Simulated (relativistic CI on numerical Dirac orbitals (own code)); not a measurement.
# Electric-dipole lines of Os IX

Calculated at this level of theory: Dirac-Coulomb-Breit CI, KLI orbitals optimised for each configuration, model QED, unscaled Slater integrals (own radial code, finite nucleus).

Configuration list (outside the closed core [Kr] 4d10): 4f14.5s2.5p6, 4f14.5s2.5p5.5d, 4f14.5s.5p6.5d, 4f14.5s2.5p5.5f, 4f13.5s2.5p6.5d, 4f14.5s2.5p5.6s, 4f14.5s2.5p5.5g, 4f13.5s2.5p6.6s, 4f14.5s.5p6.5f, 4f14.5s2.5p5.6p, 4f14.5p6.5d2, 4f14.5p5.5d3, 4f14.5p5.5d2.5f, 4f13.5p6.5d3, 4f14.5p5.5d2.6s, 4f14.5p5.5d2.5g. Double excitations out of closed p, d and f shells are left out; levels of such configurations are missing from the list, as are those of other unlisted configurations, and high levels can miss mixing partners. These lack a partner that the ground configuration has and come out too high: 4f13.5s2.5p6.6s, 4f14.5s2.5p5.6p.

```
λ vac (nm)                       Lower                       Upper   A (s⁻¹)  E lower (cm⁻¹)  E upper (cm⁻¹)
    16.955       4f14.5s2.5p6 1S_0 [1]  4f14.5s2.5p5.5d 1P°_1 [35]  7.32e+11               0          589793
    21.536   4f14.5s2.5p5.5d 3P°_0 [2]    4f14.5s.5p6.5d 3D_1 [62]  7.45e+10          363659          828000
    21.931   4f14.5s2.5p5.5d 3P°_1 [3]    4f14.5s.5p6.5d 3D_1 [62]  9.54e+10          372016          828000
    22.011   4f14.5s2.5p5.5d 3P°_1 [3]    4f14.5s.5p6.5d 3D_2 [60]  4.81e+10          372016          826331
    22.279   4f14.5s2.5p5.5d 1D°_2 [7]    4f14.5s.5p6.5d 1D_2 [63]  4.58e+10          397493          846354
    22.518       4f14.5s2.5p6 1S_0 [1]   4f14.5s2.5p5.5d 3D°_1 [9]  5.33e+10               0          444094
    22.651   4f14.5s2.5p5.5d 3F°_3 [4]    4f14.5s.5p6.5d 3D_2 [60]  5.95e+10          384846          826331
    22.668   4f14.5s2.5p5.5d 3D°_2 [5]    4f14.5s.5p6.5d 3D_3 [61]  2.91e+10          386605          827760
    22.741   4f14.5s2.5p5.5d 3D°_2 [5]    4f14.5s.5p6.5d 3D_2 [60]  5.38e+10          386605          826331
    22.791   4f14.5s2.5p5.5d 3F°_4 [6]    4f14.5s.5p6.5d 3D_3 [61]  5.34e+10          388997          827760
    23.241   4f14.5s2.5p5.5d 1D°_2 [7]    4f14.5s.5p6.5d 3D_3 [61]  3.11e+10          397493          827760
    24.067   4f14.5s2.5p5.5d 3D°_3 [8]    4f14.5s.5p6.5d 3D_3 [61]  4.62e+10          412250          827760
    24.360  4f14.5s2.5p5.5d 3F°_2 [12]   4f14.5s2.5p5.5f 3G_3 [64]  8.53e+10          490687          901196
    24.574   4f14.5s2.5p5.5d 3D°_2 [5]   4f14.5s2.5p5.5f 1F_3 [54]  2.53e+10          386605          793547
    24.854   4f14.5s2.5p5.5d 3F°_3 [4]   4f14.5s2.5p5.5f 3G_4 [53]  8.36e+10          384846          787200
    24.991  4f14.5s2.5p5.5d 3D°_2 [20]   4f14.5s2.5p5.5f 3D_3 [66]  8.86e+10          508791          908943
    25.248   4f14.5s2.5p5.5d 3F°_4 [6]   4f14.5s2.5p5.5f 3G_5 [52]  9.22e+10          388997          785073
    25.249   4f14.5s2.5p5.5d 1D°_2 [7]   4f14.5s2.5p5.5f 1F_3 [54]  5.13e+10          397493          793547
    25.763  4f14.5s2.5p5.5d 1F°_3 [26]   4f14.5s2.5p5.5f 3G_4 [65]  6.26e+10          515825          903971
    26.081   4f14.5s2.5p5.5d 3D°_3 [8]   4f14.5s2.5p5.5f 3F_4 [56]  7.69e+10          412250          795665
    28.204   4f14.5s2.5p5.5d 3D°_1 [9]   4f14.5s2.5p5.5f 1D_2 [57]  3.29e+10          444094          798653
    32.712   4f14.5s2.5p5.5d 3F°_4 [6]   4f14.5s2.5p5.6p 3D_3 [42]  1.82e+10          388997          694697
    35.362   4f14.5s2.5p5.5d 3F°_3 [4]   4f14.5s2.5p5.6p 3D_2 [37]  1.48e+10          384846          667633
    47.853   4f14.5s2.5p5.5f 3D_3 [50]  4f14.5s2.5p5.5g 3F°_4 [72]  2.10e+10          776013          984987
    50.545   4f14.5s2.5p5.5f 3G_5 [52]  4f14.5s2.5p5.5g 3H°_6 [70]  2.79e+10          785073          982915
    50.551   4f14.5s2.5p5.5f 3G_3 [64]  4f14.5s2.5p5.5g 3H°_4 [78]  2.66e+10          901196         1099018
    50.907   4f14.5s2.5p5.5f 3G_4 [53]  4f14.5s2.5p5.5g 1H°_5 [71]  2.55e+10          787200          983636
    51.225   4f14.5s2.5p5.5f 3G_4 [65]  4f14.5s2.5p5.5g 3H°_5 [79]  2.67e+10          903971         1099189
    51.654   4f14.5s2.5p5.5f 1F_3 [54]  4f14.5s2.5p5.5g 1G°_4 [74]  2.29e+10          793547          987143
    52.211   4f14.5s2.5p5.5f 3F_4 [56]  4f14.5s2.5p5.5g 3G°_5 [75]  2.31e+10          795665          987194
```

Terms are leading LS components. Brackets give the number of a level in order of energy, since labels repeat. The list gives strong lines, with weight on those to low levels, without lines whose two gauges differ by over a factor of 2.5, among the lowest 83 of 1488 levels, so that lines to higher ones, which can be the strongest, are missing. Levels whose partners in the same complex of configurations lie outside the list can be far off, and so can their lines. Rates are taken at the computed energies, electric ones in the length gauge.

At this charge configurations can still be misplaced by up to about 7 % of their energy. Levels and lines within the n = 5 or 6 shells can be off by up to 10 % or somewhat more, and those that change n by about 2 %, since core polarisation is missing. Levels that differ in their count of f electrons can be misplaced by several ten thousand cm⁻¹, since the correlation energy of f electrons is missing or only estimated; rates across such gaps can be off by orders of magnitude.

LS names give the leading component of a level, which can be under half, so a name can repeat, a term be missing and a line seem to break the LS rules.
